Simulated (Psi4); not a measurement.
AlI3, triplet, geometry from GFN2-xTB (such geometries of metal compounds can be far from the true shape) (a higher spin typed on purpose: for a closed-shell molecule this is an excited state) (all electrons, no relativity). Base run: Psi4 1.11 with PBE/STO-3G.

Geometry (Å):
```xyz
4

Al    -0.0037    -0.6173     0.3237
I     -2.5395    -1.1965    -0.3732
I      0.0106     1.7454    -0.9153
I      2.5298    -0.3975     1.2092
```
Charge 0, spin multiplicity 3.
Orbitals are unrestricted.
All else is at Psi4's defaults, with exact integrals.

Variants of this job, named by their change:

```tsv
change	E (Eh)	dipole (D)	<S^2>	core-seconds (rough)
base	-20796.04466	1.66	2.001	9
functional = bhhlyp	-20798.67104	0.86	2.003	8
functional = hse06	-20796.88127	1.54	2.002	10
functional = m06-2x	-20798.77875	1.16	2.001	10
functional = blyp	-20797.65435	1.64	2.001	10
functional = revpbe	-20796.94722	1.67	2.001	8
functional = bp86	-20799.52849	1.66	2.001	9
functional = b3lyp	-20798.08599	1.51	2.001	10
functional = scan	-20799.97638	1.75	2.002	10
functional = wb97x-v	-20797.10669	0.02	2.003	40
functional = m06-l	-20798.69219	1.77	2.001	10
functional = b97m-v	-20796.95183	1.78	2.002	40
functional = cam-b3lyp	-20798.70939	0.85	2.002	10
```

Absolute energies of different levels of theory aren't comparable as measures of quality.

Open shells are given as the SCF converged; they aren't shown to be the lowest states, and a large step between rows can be another state.
